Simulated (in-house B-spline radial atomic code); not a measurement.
Radial electron density of Ca IV (Ca3+), [Ne] 3s2 3p5. Method: Dirac-Kohn-Sham B97-1, spherical fractional occupations, Fermi nucleus of rms radius 3.4776 fm. Calculated with a B-spline radial code for spherical atoms.

Caution: exact exchange at fractional occupations of open shells leaves self-interaction of up to several eV.

Columns: r (bohr), 4πr²n(r) (electrons per bohr), bar.

```
  0.0029   0.5359 #
 0.00347   0.7471 #
 0.00414    1.031 ##
 0.00495    1.422 ###
 0.00591    1.943 ###
 0.00706    2.638 #####
 0.00843    3.548 ######
  0.0101    4.745 #########
   0.012    6.186 ###########
  0.0144    8.064 ##############
  0.0172    10.25 ##################
  0.0205    12.72 #######################
  0.0245    15.45 ############################
  0.0293    18.21 #################################
  0.0349    20.67 #####################################
  0.0417    22.57 ########################################
  0.0499    23.52 ##########################################
  0.0595     23.3 ##########################################
  0.0711    21.95 #######################################
   0.085    19.89 ####################################
   0.101    17.98 ################################
   0.121    17.02 ###############################
   0.145     17.8 ################################
   0.173    20.11 ####################################
   0.207    22.94 #########################################
   0.247    24.54 ############################################
   0.295    23.53 ##########################################
   0.352    19.64 ###################################
    0.42     14.1 #########################
   0.502    9.016 ################
     0.6    6.231 ###########
   0.716     5.95 ###########
   0.856    6.828 ############
    1.02    7.177 #############
    1.22    6.179 ###########
    1.46     4.19 ########
    1.74    2.245 ####
    2.08   0.9129 ##
    2.49   0.2725 
    2.97   0.0591 
    3.55 0.008331 
    4.24 0.0007325
```

On this grid the curve has 3 maxima, near 0.0499, 0.247, 1.02 bohr.

The 3s1/2 radial function P(r) = rR(r), positive near the nucleus, with its small component Q(r) (sign convention: Q ≈ (P' + κP/r)/2c):

| r (bohr) | P | Q |
| --- | --- | --- |
| 0.001 | 0.01904 | -0.001404 |
| 0.00143 | 0.02688 | -0.001987 |
| 0.00204 | 0.03774 | -0.002798 |
| 0.0029 | 0.05252 | -0.00391 |
| 0.00414 | 0.07281 | -0.005454 |
| 0.00591 | 0.09983 | -0.007543 |
| 0.00843 | 0.1346 | -0.0103 |
| 0.012 | 0.177 | -0.0138 |
| 0.0172 | 0.2257 | -0.01815 |
| 0.0245 | 0.2716 | -0.0229 |
| 0.0349 | 0.3 | -0.02746 |
| 0.0499 | 0.2847 | -0.03052 |
| 0.0711 | 0.1922 | -0.03014 |
| 0.101 | 0.001293 | -0.02454 |
| 0.145 | -0.2744 | -0.0129 |
| 0.207 | -0.5066 | 0.001588 |
| 0.295 | -0.4996 | 0.01279 |
| 0.42 | -0.1118 | 0.01491 |
| 0.6 | 0.5379 | 0.007786 |
| 0.856 | 1.011 | -0.001548 |
| 1.22 | 0.9512 | -0.005559 |
| 1.74 | 0.5112 | -0.003831 |
| 2.49 | 0.1447 | -0.001179 |
| 3.55 | 0.01815 | -0.0001548 |
